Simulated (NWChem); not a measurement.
# HfH$_{2}$OF$_{4}$; SMILES [F][Hf](<-[OH2])([F])([F])[F]

Computed with NWChem. Structure relaxed at the PBE-D3(BJ)/def2-SVP level. Not confirmed as a minimum by frequencies. def2 effective core potentials on Hf; no spin-orbit coupling. Total energies compare along this basis series because the functional is fixed.

| level | basis functions | energy (Ha) | highest occupied level (eV) | orbital gap (eV) | dipole (D) | relative time |
|---|---|---|---|---|---|---|
| B3LYP/def2-SVP | 112 | -523.8359 | -10.56 | 9.59 | 5.61 | 1 |
| B3LYP/def2-SVPD | 166 | -523.8796 | -10.93 | 9.46 | 5.46 | 3 |
| B3LYP/def2-TZVP | 207 | -524.4348 | -10.78 | 9.55 | 5.54 | 2 |
| B3LYP/def2-TZVPP | 239 | -524.4452 | -10.78 | 9.56 | 5.47 | 4 |

The last column is a rough cost ratio, cheapest run = 1.
